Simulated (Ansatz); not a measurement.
Born–Oppenheimer molecular dynamics of C₃H₁₀ClNSi (16 atoms, charge 0, multiplicity 1). It starts from a relaxed structure.

All numbers below come from Ansatz 0.2.0, RKS B3LYP-D4/STO-3G.

```json
{
 "ensemble": "NVT, Langevin thermostat",
 "time step": "0.5 fs",
 "steps asked": "151",
 "set temperature": "300 K",
 "friction": "0.001 /fs",
 "seed": "591047"
}
```

Frames 5 fs apart, positions in Å, forces in eV/Å.

Velocities at 5 fs (Å/ps):

```
Si 1.00 1.86 2.35
N 0.87 -3.25 1.58
C -9.66 -2.42 5.14
H -20.39 8.27 15.06
H -25.79 0.58 -11.62
H 12.41 -7.67 -2.95
C -3.05 -0.05 -0.34
H 25.81 0.28 -7.58
H -11.68 23.40 -12.84
H 7.94 -9.45 -12.92
Cl 3.57 0.15 -0.86
C -2.74 0.38 -3.47
H 0.74 2.25 -3.34
H 14.86 4.69 -1.23
H -4.14 -7.38 -26.86
H 15.21 -10.97 8.50
```

```xyz
16
Properties=species:S:1:pos:R:3:forces:R:3 time_fs=5 energy_less_start_eV=0.186 T=199
Si -0.371 0.039 0.103 -0.16 -0.91 -0.39
N -0.532 0.205 1.821 -0.89 -0.38 0.20
C -0.982 -1.018 2.621 1.10 0.11 -0.93
H -1.836 -1.538 2.132 0.04 0.53 0.13
H -0.138 -1.754 2.605 -0.35 0.07 0.63
H -1.242 -0.720 3.661 0.11 -0.17 -0.35
C 0.511 1.008 2.523 -0.57 0.48 -0.26
H 1.486 0.472 2.587 -0.05 0.36 0.21
H 0.605 1.980 1.985 0.42 -0.48 0.07
H 0.116 1.275 3.517 0.35 -0.24 0.37
Cl 1.317 -1.198 -0.418 -0.09 0.26 0.11
C -0.131 1.687 -0.770 -0.13 -0.54 0.23
H -0.924 2.383 -0.480 -0.01 0.19 0.14
H 0.850 2.096 -0.476 -0.25 0.11 -0.45
H -0.214 1.537 -1.860 0.39 0.13 0.22
H -1.481 -0.797 -0.349 0.10 0.47 0.05
16
Properties=species:S:1:pos:R:3:forces:R:3 time_fs=10 energy_less_start_eV=0.169 T=210
Si -0.366 0.044 0.115 0.63 -0.69 -0.40
N -0.535 0.188 1.832 -0.69 -0.31 0.19
C -1.021 -1.024 2.631 1.14 0.84 -0.58
H -1.943 -1.448 2.214 -0.26 0.14 -0.26
H -0.248 -1.804 2.613 0.19 -0.49 0.14
H -1.187 -0.746 3.682 -0.12 0.23 0.11
C 0.498 1.012 2.512 -0.06 -0.12 1.07
H 1.512 0.550 2.562 -0.17 -0.06 -0.02
H 0.587 1.965 1.978 0.09 0.33 -0.12
H 0.171 1.230 3.558 0.20 -0.06 -0.42
Cl 1.334 -1.198 -0.422 -0.24 0.45 0.19
C -0.141 1.685 -0.792 -0.36 -0.19 0.73
H -0.921 2.407 -0.485 0.22 -0.19 -0.14
H 0.839 2.108 -0.546 0.08 0.12 -0.09
H -0.200 1.536 -1.873 0.00 -0.03 -0.14
H -1.427 -0.808 -0.314 -0.63 0.03 -0.28
16
Properties=species:S:1:pos:R:3:forces:R:3 time_fs=15 energy_less_start_eV=0.242 T=190
Si -0.357 0.042 0.123 -0.08 -1.04 -0.73
N -0.549 0.166 1.847 0.40 0.34 -0.22
C -1.040 -1.016 2.630 0.00 -0.20 0.63
H -2.058 -1.305 2.262 0.64 -0.04 0.05
H -0.363 -1.918 2.660 -0.34 0.52 -0.48
H -1.147 -0.720 3.698 -0.09 0.14 -0.32
C 0.484 1.014 2.513 0.90 0.52 -0.29
H 1.521 0.607 2.538 -0.15 -0.42 -0.27
H 0.581 1.993 1.966 -0.38 -0.58 0.53
H 0.248 1.187 3.566 -0.53 0.31 0.38
Cl 1.349 -1.195 -0.427 -0.43 0.50 0.25
C -0.154 1.677 -0.800 1.00 -0.18 -0.47
H -0.894 2.415 -0.504 -0.52 0.21 0.06
H 0.834 2.142 -0.641 -0.13 -0.24 0.35
H -0.188 1.537 -1.902 -0.41 -0.18 0.58
H -1.480 -0.776 -0.321 0.13 0.35 -0.06
16
Properties=species:S:1:pos:R:3:forces:R:3 time_fs=20 energy_less_start_eV=0.257 T=189
Si -0.350 0.030 0.127 -0.23 -0.43 -0.53
N -0.556 0.147 1.855 1.11 1.08 -0.74
C -1.059 -1.004 2.637 -0.60 0.62 0.47
H -2.084 -1.172 2.300 -0.53 -0.44 -0.17
H -0.529 -1.972 2.613 0.55 0.02 -0.17
H -1.134 -0.650 3.675 0.09 -0.27 0.32
C 0.480 1.019 2.519 0.08 -0.92 1.09
H 1.505 0.573 2.468 -0.21 0.18 0.11
H 0.503 1.989 2.020 0.03 0.49 -0.30
H 0.239 1.198 3.603 0.02 -0.24 -0.77
Cl 1.361 -1.188 -0.431 -0.49 0.39 0.24
C -0.155 1.665 -0.807 -0.36 0.42 0.88
H -0.927 2.414 -0.522 0.33 -0.54 -0.01
H 0.821 2.138 -0.660 0.17 -0.06 0.15
H -0.259 1.494 -1.875 -0.09 -0.25 -0.48
H -1.522 -0.687 -0.340 0.15 -0.04 -0.08
16
Properties=species:S:1:pos:R:3:forces:R:3 time_fs=25 energy_less_start_eV=0.338 T=150
Si -0.345 0.017 0.124 -0.25 0.11 -0.31
N -0.547 0.144 1.847 0.69 0.79 -0.34
C -1.093 -0.981 2.648 -1.13 -0.06 -0.27
H -2.161 -1.115 2.324 0.54 -0.16 0.29
H -0.595 -1.983 2.527 0.12 0.62 0.31
H -1.113 -0.637 3.704 0.13 -0.55 -0.13
C 0.480 1.013 2.535 -0.66 0.36 -1.59
H 1.486 0.563 2.419 0.24 0.45 0.36
H 0.411 2.031 2.050 0.57 -0.83 0.25
H 0.217 1.177 3.574 -0.03 -0.27 0.91
Cl 1.369 -1.178 -0.435 -0.44 0.23 0.19
C -0.159 1.655 -0.805 0.31 -1.22 -0.48
H -0.932 2.351 -0.527 -0.57 0.59 0.44
H 0.826 2.118 -0.654 -0.12 -0.02 -0.28
H -0.340 1.408 -1.881 0.54 0.35 0.68
H -1.543 -0.611 -0.378 0.05 -0.39 -0.04
16
Properties=species:S:1:pos:R:3:forces:R:3 time_fs=30 energy_less_start_eV=0.270 T=184
Si -0.340 0.005 0.117 -0.56 -0.18 -0.34
N -0.527 0.151 1.835 -0.39 -0.02 0.12
C -1.143 -0.959 2.653 1.24 0.43 -0.41
H -2.186 -1.098 2.380 -0.77 -0.05 -0.17
H -0.612 -1.905 2.480 0.10 -0.53 0.08
H -1.064 -0.730 3.727 -0.11 0.18 0.01
C 0.466 1.006 2.534 0.23 -0.60 1.32
H 1.521 0.635 2.450 -0.33 0.05 0.16
H 0.426 1.992 2.079 0.12 0.85 -0.17
H 0.208 1.099 3.635 0.24 -0.07 -1.12
Cl 1.374 -1.167 -0.437 -0.25 0.06 0.14
C -0.164 1.629 -0.801 -0.59 0.50 1.17
H -0.979 2.333 -0.476 0.86 -0.53 -0.32
H 0.818 2.110 -0.699 -0.14 0.02 0.05
H -0.327 1.383 -1.841 -0.03 0.10 -0.78
H -1.539 -0.625 -0.425 0.38 -0.21 0.26
16
Properties=species:S:1:pos:R:3:forces:R:3 time_fs=35 energy_less_start_eV=0.406 T=126
Si -0.338 -0.006 0.111 0.09 -0.43 -0.04
N -0.515 0.158 1.826 -0.94 -0.47 0.07
C -1.178 -0.932 2.648 0.71 -0.88 -0.54
H -2.276 -1.077 2.424 0.91 0.36 0.01
H -0.640 -1.895 2.443 -0.56 0.07 0.04
H -1.042 -0.785 3.739 -0.19 0.54 -0.27
C 0.454 0.993 2.542 1.39 1.70 -1.05
H 1.528 0.705 2.512 -0.05 -0.69 -0.36
H 0.474 2.045 2.110 -0.42 -0.87 0.61
H 0.226 1.015 3.587 -0.65 0.39 1.34
Cl 1.380 -1.154 -0.437 -0.04 -0.04 0.13
C -0.175 1.602 -0.787 0.83 -0.26 -1.47
H -0.942 2.273 -0.451 -0.76 0.77 0.15
H 0.793 2.116 -0.729 0.02 -0.16 0.41
H -0.315 1.397 -1.879 -0.17 0.20 0.84
H -1.471 -0.707 -0.431 -0.18 -0.24 0.14
16
Properties=species:S:1:pos:R:3:forces:R:3 time_fs=40 energy_less_start_eV=0.280 T=192
Si -0.335 -0.020 0.104 -0.31 -0.96 0.16
N -0.519 0.158 1.818 -0.41 -0.01 -0.16
C -1.193 -0.917 2.632 0.95 0.11 -0.16
H -2.265 -0.977 2.446 -0.69 0.19 -0.36
H -0.773 -1.910 2.409 0.14 -0.35 0.09
H -1.061 -0.725 3.709 0.11 0.11 -0.01
C 0.463 1.000 2.547 -0.03 -0.99 2.30
H 1.522 0.637 2.502 -0.36 0.02 -0.08
H 0.445 2.028 2.206 -0.05 0.90 -0.50
H 0.159 1.005 3.649 0.50 0.13 -1.33
Cl 1.387 -1.141 -0.437 0.28 -0.15 0.09
C -0.175 1.578 -0.786 -0.80 1.73 0.75
H -0.962 2.291 -0.422 0.54 -0.58 -0.32
H 0.779 2.103 -0.669 0.16 -0.26 0.08
H -0.348 1.428 -1.841 -0.05 -0.11 -0.76
H -1.426 -0.830 -0.411 -0.01 0.21 0.20
16
Properties=species:S:1:pos:R:3:forces:R:3 time_fs=45 energy_less_start_eV=0.394 T=143
Si -0.335 -0.039 0.098 -0.41 -0.59 0.27
N -0.530 0.156 1.808 0.73 0.68 -0.06
C -1.198 -0.901 2.611 -1.42 0.10 -0.14
H -2.310 -0.822 2.410 0.75 -0.39 0.18
H -0.894 -1.964 2.403 0.15 0.62 0.22
H -1.062 -0.639 3.676 0.08 -0.46 -0.02
C 0.471 1.003 2.579 -0.92 0.15 -2.28
H 1.478 0.560 2.468 0.32 0.53 0.29
H 0.403 2.080 2.242 0.54 -0.96 -0.15
H 0.148 1.026 3.592 -0.12 -0.23 1.80
Cl 1.395 -1.129 -0.434 0.52 -0.22 0.02
C -0.185 1.579 -0.785 0.29 -0.23 -0.88
H -0.939 2.260 -0.439 -0.69 0.73 0.47
H 0.802 2.028 -0.590 -0.17 -0.02 -0.40
H -0.375 1.444 -1.876 0.56 0.10 0.65
H -1.393 -0.909 -0.363 -0.21 0.20 0.01
16
Properties=species:S:1:pos:R:3:forces:R:3 time_fs=50 energy_less_start_eV=0.380 T=150
Si -0.337 -0.063 0.093 -0.53 0.11 0.22
N -0.531 0.164 1.798 1.05 0.65 0.18
C -1.224 -0.879 2.587 0.09 0.50 0.78
H -2.281 -0.742 2.391 -1.11 -0.44 0.01
H -0.957 -1.936 2.433 0.34 -0.18 -0.38
H -1.052 -0.653 3.651 -0.13 -0.15 0.11
C 0.459 1.001 2.591 -0.31 -1.48 0.97
H 1.496 0.587 2.489 -0.29 0.28 0.27
H 0.457 2.024 2.221 0.02 0.74 -0.26
H 0.171 1.010 3.707 0.41 -0.01 -1.74
Cl 1.407 -1.121 -0.430 0.59 -0.30 -0.05
C -0.196 1.580 -0.789 -0.60 0.33 1.22
H -0.975 2.298 -0.407 0.88 -0.60 -0.46
H 0.811 1.959 -0.582 -0.03 0.42 -0.05
H -0.297 1.460 -1.857 -0.15 -0.01 -0.71
H -1.402 -0.946 -0.313 -0.22 0.12 -0.11
16
Properties=species:S:1:pos:R:3:forces:R:3 time_fs=55 energy_less_start_eV=0.409 T=135
Si -0.342 -0.086 0.089 -0.69 0.67 0.08
N -0.517 0.178 1.792 0.05 -0.24 0.44
C -1.256 -0.849 2.576 -0.91 -0.67 0.29
H -2.372 -0.760 2.389 0.95 -0.23 0.15
H -0.951 -1.913 2.384 -0.11 0.50 -0.23
H -1.079 -0.699 3.655 -0.14 0.20 -0.04
C 0.441 0.982 2.600 1.65 1.18 -2.77
H 1.496 0.649 2.558 0.13 -0.64 -0.25
H 0.518 2.028 2.183 -0.53 -0.58 0.55
H 0.229 0.999 3.635 -1.11 0.20 1.84
Cl 1.423 -1.115 -0.427 0.40 -0.32 -0.06
C -0.210 1.578 -0.781 1.64 -0.91 -1.05
H -0.923 2.296 -0.429 -0.82 0.61 0.22
H 0.804 1.971 -0.591 -0.24 0.09 0.23
H -0.238 1.489 -1.892 -0.46 -0.05 0.69
H -1.462 -0.942 -0.276 0.20 0.20 -0.10
16
Properties=species:S:1:pos:R:3:forces:R:3 time_fs=60 energy_less_start_eV=0.395 T=145
Si -0.353 -0.103 0.088 0.02 1.45 0.32
N -0.502 0.191 1.792 -1.31 -0.90 -0.09
C -1.296 -0.829 2.572 1.26 -0.11 -0.05
H -2.369 -0.807 2.401 -0.81 0.43 -0.42
H -0.957 -1.831 2.283 0.02 -0.58 0.28
H -1.138 -0.698 3.653 0.12 0.02 0.04
C 0.447 0.975 2.583 0.64 -0.05 2.30
H 1.507 0.590 2.580 -0.55 0.02 -0.05
H 0.480 2.001 2.224 0.10 0.82 -0.32
H 0.116 1.021 3.690 0.45 -0.12 -1.80
Cl 1.441 -1.110 -0.423 0.10 -0.29 -0.02
C -0.203 1.568 -0.781 -0.57 0.85 0.98
H -0.965 2.327 -0.446 0.49 -1.00 -0.16
H 0.770 2.021 -0.553 0.13 -0.12 -0.04
H -0.284 1.498 -1.855 -0.02 -0.22 -0.74
H -1.494 -0.902 -0.267 -0.07 -0.19 -0.23
```

Of the whole run (76 fs, mean temperature of the second half 148 K): The mean temperature of the second half is 51 % below the set value. A run of 0.075 ps of so small a system gives no equilibrium averages. Limits of this set-up: minimal basis.

Time of the run: 10 min on 1 thread of Arm Neoverse V2, on a shared host, peak memory 0.13 GiB.
